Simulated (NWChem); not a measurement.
Species: Si2H4O2; SMILES O1[SiH2]O[SiH2]1

```xyz
8

O      1.1956     0.0000     0.0000
Si     0.0000     1.2053     0.0000
O     -1.1956     0.0000     0.0000
Si     0.0000    -1.2053     0.0000
H      0.0000     2.0463    -1.2254
H      0.0000     2.0463     1.2254
H      0.0000    -2.0463     1.2254
H      0.0000    -2.0463    -1.2254
```
Atoms are numbered in this order, from 1.

Computed with NWChem. Pople sets run with spherical d functions. STO-3G and 3-21G are far too small for this property and stand as cheap habits. Geometry: optimised at PBE0/def2-SVP. GIAO values for the isolated, static molecule; σ is the absolute isotropic shielding, δ = σ(reference) − σ with the isolated reference molecule computed at the same levels (1H: tetramethylsilane, 17O: water, 29Si: tetramethylsilane).

| level | δ O1 (ppm) | δ Si2 (ppm) | δ H5 (ppm) |
|---|---|---|---|
| PBE/pcSseg-1 | [?] | [?] | [?] |
| KT2/pcSseg-1 | 115.6 | 20.8 | 5.91 |
| Hartree-Fock/6-31G* | 59.7 | 4.7 | 5.44 |
| Hartree-Fock/STO-3G | -126.1 | 28.2 | 2.64 |

Task: Fill in the missing entries.

Result: 
- PBE/pcSseg-1, δ O1 (ppm): 121.0
- PBE/pcSseg-1, δ Si2 (ppm): 16.8
- PBE/pcSseg-1, δ H5 (ppm): 5.97
